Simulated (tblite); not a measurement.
Compound: C₅H₂NO (doublet state).
Atom-mapped SMILES: `[N:1]#[C:2][c:3]1[cH:4][cH:5][c:6][o:7]1` (hydrogens: H8 on C4; H9 on C5)

Method: GFN2-xTB as coded in tblite; computed harmonic values from a numerical Hessian at the method's own geometry, unscaled. Errors from tens to a few hundred cm⁻¹ against measured bands are possible. Open shells enter through the occupations alone, without spin polarisation, and single modes of such species can be off by tens of per cent.

Harmonic wavenumbers (cm⁻¹): 154.7, 159.4, 439.2, 474.2, 531.7, 563.4, 617.6, 798.1, 825.6, 832.6, 928.8, 1019.9, 1095.3, 1166.3, 1221.8, 1309.4, 1422.5, 1545.7, 2358.0, 3174.3, 3212.8.

A = 9743, B = 2107, C = 1733 MHz; mass 92.014 u (most abundant isotopes); point group Cs, symmetry number 1; spin multiplicity 2.

Question: Zero-point energy?

Answer: Half the sum of the wavenumbers: 11926 cm⁻¹ = 142.66 kJ/mol.

Question: Entropy at 273.15 K, 1 bar (ideal gas, RRHO, classical rotation)?

Answer: Translation 163.43, rotation 110.22, vibration 33.97, spin (R ln 2) 5.76: S = 313.4 J/(mol K).

Question: And Cp and H(273.15 K) − H(0)?

Answer: Cp = 83.77 J/(mol K), of which vibrations give 50.52 (their classical limit is 21 R = 174.6); H(273.15 K) − H(0) = 14.83 kJ/mol without the zero-point energy, 5.74 from vibrations.

Question: What must be added to the electronic energy to get the Gibbs energy at 273.15 K and 1 bar?

Answer: ZPE + [H(273.15 K) − H(0)] − T·S = 142.66 + 14.83 − 85.60 = 71.89 kJ/mol.

Question: How do the functions run with temperature in this model?

Answer: 
```json
{"T (K)": "150", "S (J/(mol K))": "272.7", "Cp (J/(mol K))": "55.2", "H − H(0) (kJ/mol)": "6.30", "G − H(0) (kJ/mol)": "-34.61", "ln q(vib)": "0.54"}
{"T (K)": "250", "S (J/(mol K))": "306.2", "Cp (J/(mol K))": "78.3", "H − H(0) (kJ/mol)": "12.95", "G − H(0) (kJ/mol)": "-63.60", "ln q(vib)": "1.35"}
{"T (K)": "298.15", "S (J/(mol K))": "321.0", "Cp (J/(mol K))": "89.6", "H − H(0) (kJ/mol)": "17.00", "G − H(0) (kJ/mol)": "-78.70", "ln q(vib)": "1.79"}
{"T (K)": "400", "S (J/(mol K))": "350.4", "Cp (J/(mol K))": "110.8", "H − H(0) (kJ/mol)": "27.24", "G − H(0) (kJ/mol)": "-112.91", "ln q(vib)": "2.82"}
{"T (K)": "600", "S (J/(mol K))": "401.4", "Cp (J/(mol K))": "140.4", "H − H(0) (kJ/mol)": "52.60", "G − H(0) (kJ/mol)": "-188.23", "ln q(vib)": "4.98"}
{"T (K)": "900", "S (J/(mol K))": "463.5", "Cp (J/(mol K))": "165.1", "H − H(0) (kJ/mol)": "98.83", "G − H(0) (kJ/mol)": "-318.35", "ln q(vib)": "8.17"}
```

q(vib) and H(0) count from the zero-point level.

Question: Which modes carry the vibrational entropy at 273.15 K?

Answer: 154.7 cm⁻¹: 10.24; 159.4 cm⁻¹: 10.01; 439.2 cm⁻¹: 2.98; 474.2 cm⁻¹: 2.58; 531.7 cm⁻¹: 2.03; 563.4 cm⁻¹: 1.78 J/(mol K); the other 15 give 4.37 together.

Hindered rotation and anharmonicity are outside this model.

On Arm Neoverse V2, one thread (shared host), this took 0.14 s of wall time. This covers the Hessian and the dipole derivatives.
